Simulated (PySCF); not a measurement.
Beryllium: a sound run and one with changed settings

Sound run: Be+ [He] 2s1, Be(2+) 1s2. All numbers are calculated (PySCF 2.14, the non-relativistic Hamiltonian (point nucleus), in 6-31G* (3s2p1d, 14 functions)). The sound run starts from symmetry-adapted Hartree-Fock orbitals and uses a fine grid where one is needed.

A second run was set up differently.

```
species  method  sound run (hartree)  changed run (hartree)  converged
    Be+     UHF            -14.27541              -14.27541        yes
    Be+    TPSS            -14.33607              -14.33579        yes
    Be+  M06-2X            -14.32906              -14.34050        yes
 Be(2+)     UHF            -13.60974              -13.60974        yes
 Be(2+)    TPSS            -13.66074              -13.66080        yes
 Be(2+)  M06-2X            -13.65623              -13.67034        yes
```

Ionisation energy of Be+:

```json
{"method": "UHF", "sound run (eV)": "18.114", "changed run (eV)": "18.114"}
{"method": "TPSS", "sound run (eV)": "18.377", "changed run (eV)": "18.367"}
{"method": "M06-2X", "sound run (eV)": "18.308", "changed run (eV)": "18.236"}
```

**Question.** What was changed?
A. too few SCF iterations
B. radial grid too coarse
C. basis contracted for another Hamiltonian
D. level shift left on

**Answer.** B. It used radial step 0.5 in ln r (0.13 in the sound run). A coarse radial grid mis-integrates the density and the exchange-correlation energy, with errors of either sign; Hartree-Fock needs no grid.
